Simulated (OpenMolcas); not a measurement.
**Nb3+: ligand-field states by method**

Nb3+ with its 8 nearest fluoride ions at 2.232 Å, on the Ca site of CaF2 (a = 5.46294 Å, distance in the model lattice 2.366 Å). The rest of the host is ab initio model potentials to 7.6 Å and point charges beyond; the distance is set by hand and nothing relaxes, and no local charge compensation is placed. Ligand basis ANO-RCC-VDZP.

```
Program             : OpenMolcas 26.06
Basis               : ANO-RCC-VTZP [7s6p4d2f1g]
Scalar Hamiltonian  : DKH2, point nucleus
Active space        : 2 electrons in 5 orbitals (4d)
State averaging     : 2S+1 = 3 even, 10 roots; 2S+1 = 1 even, 15 roots
Spin-orbit coupling : RASSI with atomic mean-field integrals over the reference wave functions
```

I. CASSCF
II. SS-CASPT2, IPEA 0.25 Eh, imaginary shift 0.1 Eh (closed shells correlated: 4s 4p and the ligand valence shells)
III. SS-CASPT2, IPEA 0.5 Eh, imaginary shift 0.1 Eh (closed shells correlated: 4s 4p and the ligand valence shells)

Spin-free states (labels of O, the rotations of Oh) in cm-1, each column counted from its own energy of the first state listed:

```json
{"State": "3A2", "Degeneracy": "1", "I": "0", "II": "0", "III": "0"}
{"State": "1E", "Degeneracy": "2", "I": "10986", "II": "7930", "III": "7830"}
{"State": "3T2", "Degeneracy": "3", "I": "15908", "II": "15820", "III": "16300"}
{"State": "1A1", "Degeneracy": "1", "I": "19585", "II": "15540", "III": "15630"}
{"State": "3T1", "Degeneracy": "3", "I": "22814", "II": "21670", "III": "22170"}
{"State": "1T2", "Degeneracy": "3", "I": "26650", "II": "23740", "III": "24010"}
{"State": "1T1", "Degeneracy": "3", "I": "29927", "II": "26770", "III": "26940"}
{"State": "3T1", "Degeneracy": "3", "I": "35607", "II": "35180", "III": "35410"}
{"State": "1T2", "Degeneracy": "3", "I": "44297", "II": "41990", "III": "41960"}
{"State": "1E", "Degeneracy": "2", "I": "44471", "II": "42650", "III": "42740"}
{"State": "1A1", "Degeneracy": "1", "I": "61667", "II": "54930", "III": "55520"}
```

From I to II, I's first state of the same spin (3T2) moves from 15908 to 15820 cm-1, by about -86 cm-1.

From I to II, I's first state of another spin (1E) moves from 10986 to 7930 cm-1, by about -3100 cm-1.

I: A least-squares ligand-field fit to the states below 45000 cm-1, each weighted by its degeneracy and with a free common offset, gives 10Dq = -16105 cm-1 (negative for this site), B = 698 cm-1 and C = 2830 cm-1 (C/B = 4.05), with an rms deviation of 104 cm-1. The same method and metal basis give the free ion B = 757 cm-1 (fit to its terms below 60000 cm-1, rms deviation 27 cm-1), so the nephelauxetic ratio is β = 698 / 757 = 0.92; it hangs on how both fits weigh the states, and computed free-ion B values tend to be too large, so β mixes covalency with correlation.

III: A least-squares ligand-field fit to the states below 45000 cm-1, each weighted by its degeneracy and with a free common offset, gives 10Dq = -16605 cm-1 (negative for this site), B = 581 cm-1 and C = 1923 cm-1 (C/B = 3.31), with an rms deviation of 291 cm-1. 

χT at 300 K: I 0.90, II 0.90, III 0.90 cm3 K/mol.

Roots that are degenerate in the reference are averaged as groups; the widest CASPT2 spread within a group is 660 cm-1 (the 3-fold group of multiplicity 1 near 26800 cm-1 above the lowest state of its run, II). Shifts and gaps below about the spread of the groups concerned are not significant. Over all roots computed the reference weight is 0.68 to 0.69 in II, 0.69 in III; a low but even weight reflects the number of correlated electrons. Ligand-to-metal charge-transfer states are missing. With no ligand orbital active B as a rule stays too high, so bands that hang on it stand too high and its fall with covalency is understated. Without dynamic correlation the repulsion within the d shell is too large (B by tens of per cent), so at a given field states of lower spin stand too high (holds for I). With metal d orbitals alone the field can be off either way by tens of per cent (holds for I). With one d shell and no ligand orbital active, 10Dq can be off by a tenth or more (holds for II; III). No measured value stands beside these numbers; the geometry was set by hand and not optimised.
